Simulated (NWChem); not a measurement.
Molecule: hydrogen bromide (HBr); SMILES Br

```xyz
2

Br     0.0000     0.0000     0.0493
H      0.0000     0.0000    -1.3730
```
Atoms are numbered in this order, from 1.

Program: NWChem. Geometry optimised at PBE0/def2-SVP; all other runs use it. This build's default masses of Se (78.918 u) and Br (79.917 u) are each other's, which moves their modes by up to 0.6 %.

```
quantity                                                           level  value
--------------------------------------------------  --------------------  -----
solvation free energy (kcal/mol) in water             PBE0/def2-SVP, SMD   -0.7
−ε(HOMO) (eV)                                             B3LYP/def2-SVP      …
vertical, lowest state with f > 0.02, singlet (eV)  B3LYP/def2-SVPD, TDA      …
anisotropy (bohr³), static                               B3LYP/def2-SVPD    1.7
dipole (D)                                                 PBE0/def2-SVP      …
highest harmonic frequency (cm⁻¹)                          PBE0/def2-SVP   2688
```

**Question.** What belongs in the gaps?

**Answer.** 
- −ε(HOMO) (eV), value: 8.18
- vertical, lowest state with f > 0.02, singlet (eV), value: 8.64
- dipole (D), value: 1.08
